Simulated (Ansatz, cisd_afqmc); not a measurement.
System: PbBr, charge 1, singlet. PbBr+ (SMILES [Br][Pb+]).
B3LYP-D3(BJ)/def2-TZVP minimum from Ansatz (a program for electronic structure):
```xyz
2

Pb     0.0000     0.0000    -0.7513
Br     0.0000     0.0000     1.7602
```
Charge +1, spin multiplicity 1.

Total energies in def2-SVP, 10 correlated electrons, 23 frozen orbitals. Open shells are spin-unrestricted; no spin-orbit coupling. Correlated methods leave the cores frozen (noble-gas shells, and filled d and f shells in the p block). Past Kr the def2 sets carry scalar-relativistic core potentials. AFQMC is phaseless with a CISD trial state; ± is one standard error, without the phaseless bias. Outlying blocks are dropped, and bars are widened where a walk drifts. Over all cases where full CI ran beside it in this data, AFQMC minus full CI had a median of +0.1 mEh and passed +0.4 mEh in a tenth of the cases. Spin-orbit terms, left out, reach several kcal/mol for Br and I, and more for heavier atoms. The spin of BrPb+ ([Br][Pb+], singlet) was assumed, and the state is the lowest solution found for it.

```csv
method,program,energy (Eh),minus CCSDTQ (mEh)
HF,Ansatz,-2763.75170,183.96
MP2,Ansatz,-2763.91107,24.60
CCSD,Ansatz,-2763.92827,7.40
CCSD(T),Ansatz,-2763.93446,1.20
CCSDT(Q),Ansatz,-2763.93578,-0.12
CCSDTQ,Ansatz,-2763.93566,0.00
AFQMC/CISD,cisd_afqmc,-2763.9355 ± 0.0003,0.2 ± 0.3
```

Rough core times of Ansatz's runs on a shared machine: CCSD(T) under 20 s, CCSDT(Q) under 20 s, CCSDTQ 4 min.
